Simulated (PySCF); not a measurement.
Input of a run (PBE0-D3(BJ)/def2-SVP geometry optimisation, gas phase, def2 core potentials past Kr (PySCF 2.14.0)), started from GFN2-xTB:
```
{"job": {"xc": "PBE0", "basis": "def2-SVP", "d3": "d3bj", "grid": 1, "maxiter": 40, "shake": 0.03, "kind": "geom"}, "charge": -2, "multiplicity": 3}
Ni     0.072910    -0.049920     0.026460
I     -0.001460    -0.024200     2.576580
I      2.366680     0.008830    -0.894470
I     -1.117550     2.125810    -0.848700
I     -1.245730    -2.171010    -0.921990
```

Output (energies in Eh, forces in Eh/bohr):
```
step   0  E = -2699.01445120  max force = 0.025044
step   1  E = -2699.02065066  max force = 0.007225
step   2  E = -2699.02112409  max force = 0.003836
step   3  E = -2699.02133670  max force = 0.000680
step   4  E = -2699.02137836  max force = 0.000725
step   5  E = -2699.02139268  max force = 0.000503
step   6  E = -2699.02139742  max force = 0.000238
optimisation converged
```

Q: Summarise the run.

A: The energy falls by 0.189 eV over 7 energy and gradient evaluations, the largest force component goes from 0.0250 to 2.4e-04 Eh/bohr, and the atoms move by 0.116 Å rms after alignment. The bond that changes most is Ni1–I3 (ends: nickel bonded to 4 I; iodine bonded to Ni), which lengthens by 0.195 Å. Bonds longer at the end by more than 0.005 Å: 4 of 4; shorter: 0. Among the angles that change most is I2–Ni1–I3, from 113.5° to 105.9°. The energy never rose by more than 1e-6 Eh on the way. The first step brought 89 % of the lowering.

Q: What are the final bond lengths?

A: Ni1–I2 2.663 Å, Ni1–I3 2.668 Å, Ni1–I4 2.662 Å, Ni1–I5 2.706 Å. Numbering counts from 1 in the input's order; the species is `[I][Ni-2]([I])([I])[I]` ([NiI4]2-) [triplet].

The run used 135 basis functions and 132 SCF cycles in all. Hardware: Arm Neoverse V1, one thread, shared host with 64 logical CPUs at a one-minute load of 23. Cost: 7.8 min of wall time, 0.66 GiB resident at most.

Not checked by PBE0-D3(BJ)/def2-SVP frequencies. ⟨S²⟩ = 2.003 (exact for a triplet: 2.00). Whether so highly charged an anion holds all its electrons in the gas phase wasn't checked; a finite basis holds them in any case. No counter-ion or solvent screens the charge of this multiply charged ion.
